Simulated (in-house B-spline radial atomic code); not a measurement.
LDA exchange-only excitations of Yb²⁺

Method: LDA exchange-only. Computed with an all-electron radial atomic-structure program (B-spline basis): linear response of the closed shell [Xe] 4f14 with the functional's adiabatic kernel; scalar-relativistic (spin-free one-electron X2C), finite nucleus, no spin-orbit coupling, no double excitations, S, P, D and F terms only; shells from n = 3 respond. Only terms of natural parity with L up to 3 were computed.

Spin-orbit coupling is strong here, so these LS terms don't match observed levels.

Command:
```bash
python run_td.py task.json out
```
Settings (radii: box in bohr, nucleus in fm):
```
Z                        70
electrons                68
configuration            [Xe] 4f14
hamiltonian              x2c
method                   lda,
box_radius               29.48
rms_radius               5.3108
intervals                72
```

Cost of the run: 6.3 s on 1 thread of Arm Neoverse N1, with other jobs on the host.

The lowest states, in the order of their Tamm-Dancoff energies; the method's threshold (minus the highest occupied level) is 16.326 eV. Labels give the largest channel, * marks a mixed state, and oscillator strengths are full-response dipole values. Semilocal kernels can invert the small singlet-triplet splittings of Rydberg terms. Energies in eV:

| state | full response | Tamm-Dancoff | oscillator strength |
| --- | --- | --- | --- |
| 4f → 6s 3F | 1.823 | 1.829 | - |
| 4f → 6s 1F | ? | ? | - |
| 4f → 5d 3P | 3.362 | 3.444 | - |
| 4f → 5d 3F | ? | ? | - |
| 4f → 5d 1F | 4.127 | 4.146 | - |
| 4f → 5d 1P | 5.046 | 5.510 | 0.106 |
| 4f → 6p 3D | 6.465 | 6.471 | - |
| 4f → 6p 1D | 6.651 | 6.661 | - |
| 4f → 7s 3F | 10.376 | 10.377 | - |
| 4f → 7s 1F | 10.402 | 10.402 | - |

Where does 4f → 6s 1F lie?

At 1.941 eV in full response, 1.943 eV in Tamm-Dancoff.

Where does 4f → 5d 3F lie?

At 3.708 eV in full response, 3.728 eV in Tamm-Dancoff.

How large is the singlet-triplet splitting of 4f → 6s (F terms) in Tamm-Dancoff?

0.114 eV, from the unrounded values.

What polarisabilities and dispersion coefficient does the method give?

Dipole 8.227 bohr³, quadrupole 21.97 bohr⁵, C6 38.54 hartree·bohr⁶ for two such species.
